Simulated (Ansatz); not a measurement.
Basis-set extrapolation for C$_{2}$H$_{5}$AlClN (PBE0-D4/def2-TZVP geometry, frozen core, the Gaussian-basis code of Ansatz). Multiplicity 1, RHF reference.

|  | def2-TZVPP | def2-QZVPP |
| --- | --- | --- |
| HF | -834.661224 | -834.687273 |
| MP2 correlation | -0.792890 | -0.854168 |
| CCSD(T) correlation | -0.876099 | not run |

Energies in hartree. Use E(X) = E(∞) + A·exp(−7.88·√X) for Hartree–Fock and E(X) = E(∞) + B·X^(−2.97) for correlation, with X = 3 and 4, and add CCSD(T) minus MP2 of the smaller set to the MP2 limit.

Q: What is the CCSD(T) energy at the basis-set limit?

A: HF limit: -834.687273 + (-0.026049) × 0.13774 = -834.69086. MP2 limit: -0.854168 + (-0.061278) × 0.74074 = -0.89956. Higher-order term: -0.876099 − (-0.792890) = -0.08321. Total: -835.67363 hartree, 357.9 kJ/mol below CCSD(T)/def2-TZVPP.
